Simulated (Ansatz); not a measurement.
One change: `[NH2][Zr]([NH2])([NH2])[OH]` becomes `[NH2][Ti]([NH2])([NH2])[OH]`.

Ansatz, PBE0-D4/def2-TZVP geometries, multiplicity 1. Each molecule was computed in one conformer, which needn't be the lowest.

Elements past krypton have def2 core potentials. Scalar relativity is left out up to krypton.

```tsv
property	`[NH2][Zr]([NH2])([NH2])[OH]`
HOMO–LUMO gap (PBE0/def2-TZVPP) / eV	6.67
HOMO energy (PBE/def2-TZVPP) / eV	-5.37
zero-point energy (PBE0-D4/def2-TZVP) / kJ/mol	224.5
HOMO energy (B3LYP/def2-TZVPP) / eV	-6.49
HOMO energy (ωB97M-V/def2-TZVPP) / eV	-9.09
LUMO energy (PBE0/def2-TZVPP) / eV	-0.05
```

(1) Give the same properties after the change, and the shifts. (Estimate.)

Answers

(1) Ansatz gave: 
| property | `[NH2][Ti]([NH2])([NH2])[OH]` | shift |
| --- | --- | --- |
| HOMO–LUMO gap (PBE0/def2-TZVPP) / eV | 6.13 | -0.54 |
| HOMO energy (PBE/def2-TZVPP) / eV | -5.50 | -0.13 |
| zero-point energy (PBE0-D4/def2-TZVP) / kJ/mol | 229.7 | 5.2 |
| HOMO energy (B3LYP/def2-TZVPP) / eV | -6.64 | -0.15 |
| HOMO energy (ωB97M-V/def2-TZVPP) / eV | -9.23 | -0.14 |
| LUMO energy (PBE0/def2-TZVPP) / eV | -0.74 | -0.69 |

With PBE0 the HOMO falls by 0.15 eV and the LUMO falls by 0.69 eV, so the gap narrows by about 0.54 eV. PBE moves the HOMO by -0.13 eV and ωB97M-V by -0.14 eV.

Positive LUMOs are unbound, so they and the gaps depend on the basis.

B3LYP here is the variant with VWN-RPA as its local correlation; programs differ in this.
